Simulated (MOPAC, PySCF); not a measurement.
H₂F₂Si, SMILES `F[SiH2]F`, neutral singlet in the gas phase. 

Cartesian coordinates (Å):
```xyz
5

F     -1.2706     0.8860     0.1279
Si    -0.0003    -0.0545     0.0004
F      1.2807     0.8694    -0.1404
H      0.1250    -0.8424     1.2402
H     -0.1348    -0.8585    -1.2281
```
Charge 0, multiplicity 1.

All levels are single points at this geometry (PBE0-D3(BJ)/def2-TZVP); Pople sets use spherical d functions. Orbital energies aren't observables, and empty levels follow the basis.

| level | HOMO (eV) | LUMO (eV) | gap (eV) | dipole (D) | vertical IE, Delta-SCF (eV) |
|---|---|---|---|---|---|
| TPSSh-D3(BJ)/def2-TZVP in PySCF | -9.22 | 0.01 | 9.23 | 1.39 | 12.46 |
| B3LYP/LANL2DZ in PySCF | -10.05 | 0.31 | 10.36 | 2.47 | – |
| M06-2X/6-31G* in PySCF | -11.11 | 1.72 | 12.82 | 1.51 | – |
| PBE/6-31G* in PySCF | -8.09 | 0.04 | 8.13 | 1.27 | 11.94 |
| SVWN5/6-31G* in PySCF | -8.11 | -0.17 | 7.94 | 1.34 | 12.00 |
| HF/STO-3G in PySCF | -10.36 | 13.01 | 23.37 | 1.26 | – |
| PM3 in MOPAC | -10.92 | 0.65 | 11.57 | 1.29 | – |
| PM6 in MOPAC | -11.49 | -0.11 | 11.38 | 1.50 | – |
| PM7 in MOPAC | -13.19 | 0.18 | 13.37 | 2.24 | – |
